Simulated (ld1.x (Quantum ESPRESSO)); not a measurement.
# Al, TM: configuration errors across variants

Al (Z = 13), norm-conserving Troullier–Martins (Kleinman–Bylander form), made with ld1.x (Quantum ESPRESSO) 7.5 (PBE, non-relativistic). Core [Ne], reference 3s2 3p0.75 (charge +0.25). Waves: 3s (bound): rc 1.80 bohr; 3d channel at 0.1 Ry: rc 2.10 bohr; 3p (bound): rc 2.20 bohr. Local part: the p channel. Core correction: none.

All-electron excitation energies from the reference (eV): (1) 3s2 3p1 -0.858; (2) 3s2 3p0 4.913; (3) 3s1 3p0 24.105; (4) 3s1 3p2 4.249; (5) 3s1 3p1 10.685; (6) 3s2 3p1.3 -1.435; (7) 3s0 3p3 9.525.

2 further variants failed, have other tests or too few solved ones, and are left out.

Errors AE − PS in meV (a dash: test not solved or not reliable):

```tsv
change	(1)	(2)	(3)	(4)	(5)	(6)	(7)	bound ghosts
base	-0.1	-2.1	+20	+6.1	+9.6	-0.3	+28	none
wave 3d channel at 0.1 Ry: rc 2.10 bohr becomes 3d channel at -0.07 Ry: rc 2.10 bohr	-0.1	-2.1	+20	+6.1	+9.6	-0.3	+28	none
type RRKJ; local potential the s channel; rho0 0.001	0.0	-1.0	+26	+6.1	+10	0.0	+27	none
local potential all-electron potential smoothed inside 1.80 bohr (lloc = -2)	0.0	-1.1	+26	+6.2	+11	-0.1	+28	none
all radii scaled by about 1.19 (s 2.14, p 2.62, d 2.50 bohr)	-0.1	-1.8	+20	+6.5	+9.3	-0.2	+30	none
```

Question: Give the same row for: core correction a·sin(br)/r model core inside 1.78 bohr.

Answer: 0.0, -0.6, +2.2, -0.4, -0.1, 0.0, +1.1; bound ghosts: none.
